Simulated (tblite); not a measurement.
Species: C4H5NO3Si.
SMILES with atom numbers: `[N:1]#[C:2][C@:3]([SiH3:4])([CH:5]=[O:6])[O:7][CH:8]=[O:9]` (hydrogens: H10, H11, H12 on Si4; H13 on C5; H14 on C8)

The geometry is computed with GFN2-xTB (gas phase).

(1) What internal coordinates does the optimisation give?

Results:

(1) 
| bond | length (Å) |
| --- | --- |
| N1≡C2 | 1.144 |
| C2–C3 | 1.426 |
| C3–Si4 | 2.006 |
| C3–C5 | 1.484 |
| C5=O6 | 1.200 |
| C3–O7 | 1.433 |
| O7–C8 | 1.294 |
| C8=O9 | 1.209 |
| Si4–H10, Si4–H12 | 1.453 |
| Si4–H11 | 1.480 |
| C5–H13 | 1.104 |
| C8–H14 | 1.098 |

Bonds in one row agree within 0.01 Å and their mean is given. A selection of angles:
| angle | degrees |
| --- | --- |
| N1–C2–C3 | 178.7 |
| C2–C3–Si4 | 108.6 |
| C2–C3–C5 | 114.3 |
| C2–C3–O7 | 110.2 |
| Si4–C3–C5 | 101.7 |
| Si4–C3–O7 | 111.8 |
| C5–C3–O7 | 110.0 |
| C3–C5–O6 | 123.8 |
| C3–O7–C8 | 115.1 |
| O7–C8–O9 | 125.2 |

Dihedral angles: C2–C3–C5–O6 -144° (anticlinal); C2–C3–O7–C8 -147° (anticlinal); C3–O7–C8–O9 10° (synperiplanar).

Si4 and O9 aren't drawn bonded (4 bonds apart) but lie 2.31 Å from each other; Cordero's covalent radii sum to 1.77 Å. O7 (ester single-bonded oxygen) is bent (angle 115.1°). The 2 C–C bonds span 1.426 Å (C2–C3, drawn single) to 1.484 Å (C3–C5, drawn single), a spread of 0.058 Å. Si4 (SiH3 silicon) has angles from 97.4° to 125.8°. Of the pairs four or more bonds apart, those above aside, O9···H10 is among the closest relative to their van der Waals radii: 2.44 Å, 90 % of the sum of Bondi's values. The C–O distances run from 1.200 Å (C5=O6, drawn double) to 1.433 Å (C3–O7, drawn single), a spread of 0.233 Å.

Point group: C1 (no symmetry element, even within 0.4 Å). Its GFN2-xTB frequencies are all real (lowest 48 cm⁻¹). The numbers are those of one conformer.
